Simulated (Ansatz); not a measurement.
Basis-set extrapolation for C$_{2}$H$_{6}$B$_{2}$ (`CC1BB1`) (PBE0-D4/def2-TZVP geometry, frozen core, Ansatz). Multiplicity 1, RHF reference.

```tsv
	def2-TZVPP	def2-QZVPP
HF	-128.524919	-128.531065
MP2 correlation	-0.556171	-0.589976
CCSD(T) correlation	-0.618978	not run
```

Energies in hartree. Use E(X) = E(∞) + A·exp(−7.88·√X) for Hartree–Fock and E(X) = E(∞) + B·X^(−2.97) for correlation, with X = 3 and 4, and add CCSD(T) minus MP2 of the smaller set to the MP2 limit.

What is the CCSD(T) energy at the basis-set limit?

HF limit: -128.531065 + (-0.006146) × 0.13774 = -128.53191. MP2 limit: -0.589976 + (-0.033805) × 0.74074 = -0.61502. Higher-order term: -0.618978 − (-0.556171) = -0.06281. Total: -129.20974 hartree, 172.9 kJ/mol below CCSD(T)/def2-TZVPP.
